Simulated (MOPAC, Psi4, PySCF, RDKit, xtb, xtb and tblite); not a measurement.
Two geometries of SMILES c1(C=C)ccc(N)cc1, relaxed at GFN2-xTB with one dihedral held; other torsions can differ between them too.

Structure A

```
18

C     -3.1744     0.5884    -0.6397
C     -2.0844     1.1297    -0.1074
C     -0.8183     0.4643     0.1629
C      0.2141     1.1889     0.7605
C      1.4363     0.6093     1.0305
C      1.6618    -0.7335     0.7376
N      2.8787    -1.3610     1.0247
C      0.6416    -1.4608     0.1230
C     -0.5733    -0.8747    -0.1525
H     -3.2281    -0.4450    -0.9360
H     -4.0669     1.1693    -0.7984
H     -2.1067     2.1772     0.1705
H      0.0582     2.2312     1.0024
H      2.2206     1.1927     1.4949
H      3.3474    -1.7364     0.2114
H      3.5135    -0.7420     1.5168
H      0.8194    -2.4958    -0.1297
H     -1.3438    -1.4650    -0.6236
```

Structure B

```
18

C     -3.1959     0.5057    -0.5622
C     -2.1217     1.0795    -0.0310
C     -0.8035     0.4880     0.1366
C      0.2165     1.2512     0.7102
C      1.4821     0.7405     0.8955
C      1.7816    -0.5663     0.5081
N      3.0621    -1.0623     0.6269
C      0.7679    -1.3375    -0.0643
C     -0.4947    -0.8194    -0.2459
H     -3.1935    -0.5028    -0.9386
H     -4.1308     1.0338    -0.6413
H     -2.2013     2.1002     0.3254
H      0.0066     2.2659     1.0192
H      2.2553     1.3502     1.3421
H      3.6746    -0.5836     1.2666
H      3.1638    -2.0636     0.6084
H      0.9862    -2.3525    -0.3665
H     -1.2553    -1.4430    -0.6896
```

**Question.** Which is lower in energy at the level B3LYP-D3(BJ)/def2-SVP // GFN2-xTB (Psi4), and by how much?

**Answer.** B is lower, by 2.21 kcal/mol (dihedral C5–C6–N7–H15: -120° in A, 20° in B).

E(B) − E(A) in kcal/mol at the other levels, on the same two geometries: GFN2-xTB (xtb and tblite) -2.68; MMFF94 // GFN2-xTB (RDKit) -1.85; B3LYP/def2-SVP // GFN2-xTB (Psi4) -2.22; PBE/def2-SVP // GFN2-xTB (Psi4) -2.48; PBE-D3(BJ)/def2-SVP // GFN2-xTB (Psi4) -2.47; UFF // GFN2-xTB (RDKit) -4.80; AM1, restricted, heats of formation // GFN2-xTB (MOPAC) -1.34; PM7, restricted, heats of formation // GFN2-xTB (MOPAC) -2.63; GFN1-xTB // GFN2-xTB (xtb) -2.12; restricted B3LYP/6-31G*, spherical d, density fitting // GFN2-xTB (PySCF) -1.63; restricted LDA (SVWN5)/6-31G*, spherical d, density fitting // GFN2-xTB (PySCF) -2.46; restricted Hartree-Fock/STO-3G // GFN2-xTB (PySCF) -0.46; restricted Hartree-Fock/LANL2DZ, density fitting // GFN2-xTB (PySCF) -3.21.
